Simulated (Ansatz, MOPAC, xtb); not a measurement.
Dissociation curve of PH (cation, charge +1), lowest doublet found (which spin is the ground state isn't settled by this scan).

- PM7, unrestricted, heats of formation (MOPAC)
- GFN1-xTB (xtb)
- PM6, unrestricted, heats of formation (MOPAC)
- FCI = full CI/aug-cc-pVTZ, frozen core (Ansatz, a first-principles code)

Energies relative to the lowest point of each curve between 1.19 and 1.74 Å, where full CI is lowest, in kcal/mol; the last columns give the difference from FCI:

```csv
R / Å,PM7,GFN1-xTB,PM6,FCI,PM7 − FCI,GFN1-xTB − FCI,PM6 − FCI
1.00,105.3,103.0,111.7,95.0,10.4,8.1,16.8
1.08,71.5,54.8,69.5,53.6,17.8,1.2,15.9
1.14,51.5,32.5,46.0,32.8,18.7,-0.3,13.2
1.19,38.0,20.0,30.9,20.5,17.5,-0.5,10.4
1.25,25.1,10.1,17.5,10.4,14.7,-0.2,7.1
1.30,16.7,5.0,9.6,5.0,11.7,0.1,4.6
1.36,9.2,1.5,3.5,1.3,7.9,0.2,2.2
1.39,6.4,0.6,1.6,0.4,6.0,0.2,1.2
1.44,2.9,0.0,0.0,0.0,2.9,0.0,0.0
1.49,0.9,0.3,0.0,0.7,0.2,-0.4,-0.7
1.55,0.0,1.6,1.7,2.7,-2.7,-1.1,-1.0
1.64,1.4,5.0,7.0,7.3,-5.9,-2.3,-0.3
1.74,5.9,10.3,15.4,13.8,-7.9,-3.5,1.6
1.86,14.1,18.0,27.2,22.4,-8.3,-4.4,4.8
2.01,26.7,28.3,42.4,33.3,-6.6,-5.0,9.2
2.23,44.9,42.3,58.9,47.5,-2.6,-5.2,11.4
2.43,56.8,53.3,—,57.8,-1.0,-4.4,—
2.70,65.5,65.5,—,67.4,-1.9,-1.9,—
3.05,69.7,—,—,73.9,-4.2,—,—
3.48,70.8,—,—,77.0,-6.2,—,—
4.00,—,—,—,78.2,—,—,—
```

PM7 is furthest from FCI at 1.14 (18.7 kcal/mol, above); its mean absolute difference over the points is 7.8 kcal/mol.

GFN1-xTB is furthest from FCI at 1.00 (8.1 kcal/mol, above); its mean absolute difference over the points is 2.2 kcal/mol.

PM6 is furthest from FCI at 1.00 (16.8 kcal/mol, above); its mean absolute difference over the points is 6.3 kcal/mol.

Dashes: no converged value, or the column stops at the first point that the program doubted or that broke a chosen test of continuity, which isn't proof of a fault.

The scan ran from 1.00 to 4.68 Å; beyond the distances shown full CI changes its symmetry label.
